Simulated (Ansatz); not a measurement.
Energy needed to pull apart H₂TeO (SMILES O[TeH]), closed shell, into free ground-state atoms, from the structure below (displaced at random from a GFN2-xTB minimum); no zero-point or spin–orbit terms; open-shell atoms are treated unrestricted, in their ground-state multiplicity.

```
4
angstrom
O -0.5097 -0.6918 0.6364
Te 0.5225 1.0882 0.2792
H 0.1845 -1.5721 0.4770
H -0.0760 1.0746 -1.3668
```

Ansatz 0.2.0; basis: def2-TZVPP; cores frozen in the correlated methods. Filled d shells of the heavier atoms are correlated. Core potentials replace the inner electrons of the atoms past krypton. The def2 sets are not built for correlating such inner shells, so the correlated values are less sure here.

| method | atomization energy (eV) |
| --- | --- |
| PBE-D4 | 10.34 |
| r2SCAN-D4 | 9.80 |
| PBE0-D4 | 9.59 |
| HSE06-D4 | 9.60 |
| BHLYP-D4 | 8.93 |
| wB97M-V | 9.72 |
| HF | 4.89 |
| MP2 | ? |
| CCSD | ? |
| CCSD(T) | 9.48 |

(1) What does CCSD give? (Judge from chemistry; the value comes from the calculation.)

(2) What does MP2 give? (An estimate is asked for; the value comes from the calculation.)

The T1 diagnostic stays at or below 0.016.

Answers

(1) Computed: 9.13 eV, which is about 0.35 eV less than CCSD(T)/def2-TZVPP.

(2) By the calculation: 9.60 eV, which is about 0.12 eV more than CCSD(T)/def2-TZVPP.

In triple zeta the MP2 and coupled-cluster atomization energies are still short of their basis limit by a few kcal/mol a bond, whereas those of the functionals are nearly converged, so these differences are not deviations from converged CCSD(T).

For scale, one of the runs: CCSD(T)/def2-TZVPP forces, 109 basis functions (an equivalent command: `ansatz run in.yaml --threads 4`). Hardware: 4 CPU threads, shared host. Wall time 20 s; peak host memory 0.78 GiB.
